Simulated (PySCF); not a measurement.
# From computed data to an observable: entropy of an ideal gas

H₅Si₂, SMILES [SiH3][SiH2], multiplicity 2.

Geometry optimised at ωB97X-D3(BJ)/def2-TZVP. The isomer is the one that the SMILES or the coordinates give; other isomers of the formula were not compared.

ωB97X-D3(BJ)/def2-TZVP (PySCF) gives the harmonic wavenumbers 136, 384, 405, 454, 604, 643, 886, 945, 957, 959, 2223, 2230, 2241, 2247, 2254 cm⁻¹ and the rotational temperatures 2.5501, 0.2589, 0.2526 K. The molar mass is 61.21 g/mol, the symmetry number 1, the spin multiplicity 2.

### Question
Work out the entropy at 298.15 K and 1 atm in the rigid-rotor, harmonic-oscillator model.

### Answer

Translation (Sackur–Tetrode at 1 atm): S = R[1.5 ln M + 2.5 ln T − 1.16487] = 160.1 J/(mol K).
Rotation: q = (√π/σ) T^1.5/√(θA θB θC) = 22300, S = R[ln q + 3/2] = 95.7 J/(mol K).
Vibration: with u = 1.4388 ν/T, each mode gives R[u/(e^u − 1) − ln(1 − e^−u)]:
```
ν (cm⁻¹)  modes     u  S (J/(mol K))
--------  -----  ----  -------------
136           1  0.66          11.96
384           1  1.85           4.28
405           1  1.95           3.95
454           1  2.19           3.28
604           1  2.91           1.85
643           1  3.10           1.60
886           1  4.28           0.62
945           1  4.56           0.49
957           1  4.62           0.47
959           1  4.63           0.46
```
The stiffer modes add less than 0.005 each. Sum 29.0 J/(mol K).
Spin: R ln 2 = 5.8 J/(mol K).
Total 290.5 J/(mol K); the program's own thermochemistry gives 290.5. Translation makes up 55 % and vibration 10 %. Anharmonicity, hindered rotation and orbital degeneracy are left out.
